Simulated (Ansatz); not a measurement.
Two members of one family (Series SiH2MeX), computed with Ansatz in the gas phase; def2 core potentials for I, no spin–orbit coupling. Binding counts from free atoms in the multiplicity of their measured ground term, without zero-point energy. A dash marks a value that wasn't run or was left out as unsound. The structures are stationary points that may keep the symmetry of their start. Remarks come from the PBE and PBE0 runs and from stability tests at other levels; not every state was tested. HOMO above LUMO (over both spins in singlets and doublets, within one spin in higher multiplets; at PBE or PBE0), or a gap under 0.15 eV within one spin, warns that the state may not be the lowest or that an electron is smeared out.

First: SiH2MeCl (singlet, charge 0, r2SCAN-D4/def2-TZVP geometry).

```xyz
8

Si    0.730   -0.443   -0.011
H     1.936    0.385    0.233
H     0.925   -1.246   -1.242
C    -0.801    0.603   -0.118
H    -0.714    1.314   -0.944
H    -0.953    1.167    0.805
H    -1.686   -0.015   -0.290
Cl    0.563   -1.765    1.566
```

| level | HOMO (eV) | LUMO (eV) | gap (eV) | vertical IE (eV) | binding per atom (eV) |
| --- | --- | --- | --- | --- | --- |
| PBE-D4/def2-TZVP | -7.39 | -0.44 | 6.95 | – | 3.50 |
| r2SCAN-D4/def2-TZVP | -7.74 | 0.01 | 7.74 | 10.79 | 3.50 |
| PBE0-D4/def2-SVP | -8.61 | 0.86 | 9.46 | – | 3.47 |
| PBE0-D4/def2-TZVP | -8.75 | 0.46 | 9.21 | 10.96 | 3.48 |
| HSE06-D4/def2-TZVP | -8.35 | 0.08 | 8.43 | – | 3.48 |

Remarks: gap within one spin near zero at PBE or PBE0 (+1 doublet), HOMO above LUMO (+1 doublet).

Second: SiH2MeI (singlet, charge 0, r2SCAN-D4/def2-TZVP geometry).

```xyz
8

Si   -0.5822    0.0603   -0.6050
H    -0.1775    0.8367   -1.8008
H    -1.9209    0.5117   -0.1556
C     0.6787    0.1934    0.7575
H     0.7877    1.2394    1.0614
H     1.6519   -0.1719    0.4246
H     0.3736   -0.3886    1.6289
I    -0.8114   -2.2810   -1.3110
```

Task: Estimate the same table for the second.

Result: 
```
              level  HOMO (eV)  LUMO (eV)  gap (eV)  vertical IE (eV)  binding per atom (eV)
   PBE-D4/def2-TZVP      -6.41      -1.28      5.13              9.53                   3.34
r2SCAN-D4/def2-TZVP      -6.70      -0.94      5.77              9.65                   3.34
   PBE0-D4/def2-SVP      -7.46      -0.27      7.19                 –                   3.32
  PBE0-D4/def2-TZVP      -7.54      -0.43      7.11              9.71                   3.33
 HSE06-D4/def2-TZVP      -7.15      -0.80      6.35                 –                   3.33
```

Remarks: gap within one spin near zero at PBE or PBE0 (+1 doublet).
